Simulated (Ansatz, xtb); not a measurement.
# Two isomers of C3H3ClN2S

Structure X is `Sn1cncc1Cl`, a singlet and structure Y is `Sn1ccnc1Cl`, a singlet. Both are isolated molecules in the gas phase, relaxed with B3LYP-D3(BJ)/def2-SVP; the shapes shown needn't be the lowest conformers.

X (Å):

```yaml
atoms:
  - { symbol: C, position_ang: [-0.1445, -0.4754, 0.4535] }
  - { symbol: C, position_ang: [1.3132, -1.4312, -0.8073] }
  - { symbol: C, position_ang: [0.1224, -1.5082, -1.4874] }
  - { symbol: Cl, position_ang: [-0.2765, -2.1676, -3.0157] }
  - { symbol: N, position_ang: [-0.8253, -0.8848, -0.6774] }
  - { symbol: N, position_ang: [1.1228, -0.7885, 0.3957] }
  - { symbol: S, position_ang: [-2.5149, -0.7448, -0.9559] }
  - { symbol: H, position_ang: [-2.4672, 0.3858, -1.7082] }
  - { symbol: H, position_ang: [-0.6604, 0.0398, 1.2635] }
  - { symbol: H, position_ang: [2.2840, -1.8045, -1.1275] }
```

Y (Å):

```
atom    x (Å)    y (Å)    z (Å)
   C   0.0797  -0.2950   0.0942
   C   1.2186  -1.0558   0.0522
   C   0.0991  -1.6272  -1.6766
  Cl  -0.4538  -2.3738  -3.1191
   N  -0.6568  -0.6655  -1.0299
   N   1.2119  -1.8809  -1.0553
   S  -2.1518   0.0209  -1.5262
   H  -2.9598  -0.9116  -0.9572
   H  -0.2885   0.4609   0.7818
   H   2.0497  -1.0604   0.7554
```

Task: Estimate E(Y) − E(X) at the level CCSD(T)/def2-SVP + ΔMP2/def2-TZVPP.

Result: CCSD(T)/def2-SVP + ΔMP2/def2-TZVPP gives E(Y) − E(X) = −0.83 kcal/mol, slightly favouring structure Y, which is too small a margin to settle the true order.

Level by level:

```json
{"level": "B3LYP-D3(BJ)/def2-SVP", "geometry": "B3LYP-D3(BJ)/def2-SVP", "E(Y) − E(X) (kcal/mol)": "−1.23", "departure from the last row (kcal/mol)": "−0.40", "job, with rough time for the two": "optimisation, 5.6 min"}
{"level": "HF/def2-SVP", "geometry": "B3LYP-D3(BJ)/def2-SVP", "E(Y) − E(X) (kcal/mol)": "−1.30", "departure from the last row (kcal/mol)": "−0.47", "job, with rough time for the two": "part of the CCSD(T) run"}
{"level": "MP2/def2-SVP", "geometry": "B3LYP-D3(BJ)/def2-SVP", "E(Y) − E(X) (kcal/mol)": "−1.29", "departure from the last row (kcal/mol)": "−0.46", "job, with rough time for the two": "part of the CCSD(T) run"}
{"level": "CCSD(T)/def2-SVP", "geometry": "B3LYP-D3(BJ)/def2-SVP", "E(Y) − E(X) (kcal/mol)": "−1.14", "departure from the last row (kcal/mol)": "−0.31", "job, with rough time for the two": "single point"}
{"level": "CCSD(T)/def2-SVP + ΔMP2/def2-TZVPP", "geometry": "B3LYP-D3(BJ)/def2-SVP", "E(Y) − E(X) (kcal/mol)": "−0.83", "departure from the last row (kcal/mol)": "", "job, with rough time for the two": "single point, 2.1 min"}
```

As drawn, both hold the same kinds of bond in the same numbers.

The largest departure from CCSD(T)/def2-SVP + ΔMP2/def2-TZVPP is that of HF/def2-SVP, 0.47 kcal/mol. No reliable frequencies are at hand for Y, so it isn't confirmed as a minimum. Levels run at GFN2-xTB geometries aren't shown. The last row adds to CCSD(T) the change of the MP2 difference between the two basis sets, here +0.31 kcal/mol.

The correlated steps freeze 15 core orbitals. Programs: Ansatz 0.2.0, xtb 6.7.1; the last row on 2 threads of Intel(R) Xeon(R) Processor @ 2.50GHz (Skylake/Cascade Lake) on a shared host.
